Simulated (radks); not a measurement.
Spherical jellium clusters: N electrons in a uniform positive sphere of charge N and radius rs N^(1/3), rs = 5.82 bohr. Calculated with a radial shooting solver with Libxc functionals: non-relativistic Kohn-Sham, LDA (Slater exchange, Perdew-Wang correlation), spin-polarised, spherical densities. Levels are named by radial order and angular momentum (1s, 1p, 1d, 2s, ...), and open shells are averaged over m.

N = 30, configuration 1s2 1p6 1d10 2s2 1f(up 7, down 3). This is the lowest configuration that the search found. Occupied and some empty levels:

| level | occupation | eigenvalue (eV) | <r> (bohr) |
|---|---|---|---|
| 1s up | 1 | -3.4167 | 10.96 |
| 1s down | 1 | -3.3458 | 10.39 |
| 1p up | 3 | -3.1250 | 12.90 |
| 1p down | 3 | -3.0211 | 12.68 |
| 1d up | 5 | -2.7523 | 14.03 |
| 1d down | 5 | -2.6346 | 13.96 |
| 2s up | 1 | -2.5639 | 10.43 |
| 2s down | 1 | -2.5126 | 10.83 |
| 1f up | 7 | -2.2990 | 14.87 |
| 1f down | 3 | -2.1767 | 14.89 |
| 2p up | 0 | -1.9363 | 11.86 |
| 2p down | 0 | -1.8872 | 11.95 |
| 1g up | 0 | -1.7724 | 15.60 |
| 1g down | 0 | -1.6510 | 15.67 |
| 2d up | 0 | -1.2972 | 13.68 |
| 2d down | 0 | -1.2400 | 13.71 |

Energy (eV): total -53.5790, kinetic 26.942, external -1622.3, Hartree 810.61, exchange-correlation -81.349, background 812.55.

Electron density:

| r (bohr) | n(r) (e/bohr^3) |
|---|---|
| 0.564 | 0.001779 |
| 2.69 | 0.001554 |
| 4.81 | 0.001197 |
| 6.94 | 0.0009929 |
| 9.06 | 0.001096 |
| 11.2 | 0.001384 |
| 13.3 | 0.001513 |
| 15.4 | 0.001160 |
| 17.6 | 0.0005204 |
| 19.7 | 0.0001375 |
| 21.8 | 0.00002630 |
| 23.9 | 4.296e-06 |
| 26.1 | 6.392e-07 |
| 28.2 | 9.256e-08 |
